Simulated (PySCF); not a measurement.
C₂H₆F₂Si. Atoms are numbered in the order given.

```xyz
11

Si     0.6360    -0.4119     0.0000
F      1.0301     0.4779     1.2938
F      1.0301     0.4779    -1.2938
C     -1.1883    -0.7299     0.0000
C     -2.0354     0.5421     0.0000
H      1.4904    -1.6232     0.0000
H     -1.4152    -1.3575    -0.8803
H     -1.4152    -1.3575     0.8803
H     -3.1110     0.3101     0.0000
H     -1.8263     1.1594    -0.8868
H     -1.8263     1.1594     0.8868
```

Coordinates come from a PBE0-D3(BJ)/def2-SVP optimisation. One conformer was computed; it need not be the lowest.

Level of theory: PBE0-D3(BJ)/def2-SVP (PySCF).

Frequencies are harmonic and unscaled.

Question: Estimate the vibrational spectrum. (The exact figures need the calculation; the answer reports its results.)

Answer: 
```
mode  ν (cm⁻¹)  IR (km/mol)  moving atoms (share of kinetic energy)
----  --------  -----------  --------------------------------------
1           57          0.0                  F 39 %, C 31 %, H 30 %
2          146          5.2                  C 43 %, F 34 %, H 21 %
3          168          0.4                          H 65 %, F 26 %
4          269          0.4                  H 60 %, F 18 %, C 17 %
5          305         16.1                         F 74 %, Si 14 %
6          444         49.3         Si 46 %, C 24 %, F 18 %, H 12 %
7          643          2.7          C 44 %, H 34 %, Si 15 %, F 8 %
8          677          1.6                          H 77 %, C 21 %
9          822         72.9                  H 60 %, F 30 %, Si 9 %
10         832         16.2                          H 84 %, F 15 %
11         902        235.9                 Si 37 %, F 32 %, H 26 %
12         931         85.4                 H 46 %, F 29 %, Si 21 %
13         984         16.3                          H 74 %, C 19 %
14        1000        129.3         H 49 %, Si 28 %, F 13 %, C 10 %
15        1064         15.1                          C 66 %, H 33 %
16        1245          4.0                          H 79 %, C 20 %
17        1273         12.4                          H 56 %, C 43 %
18        1393          1.9                          H 82 %, C 18 %
19        1422          7.2                          H 90 %, C 10 %
20        1476          7.7                                  H 97 %
21        1479          9.1                                  H 96 %
22        2298        146.0                                  H 97 %
23        3055          8.8                                  H 94 %
24        3060         21.7                                  H 97 %
25        3109          2.8                           H 91 %, C 9 %
26        3155         12.1                          H 90 %, C 10 %
27        3158         11.0                           H 91 %, C 9 %
```
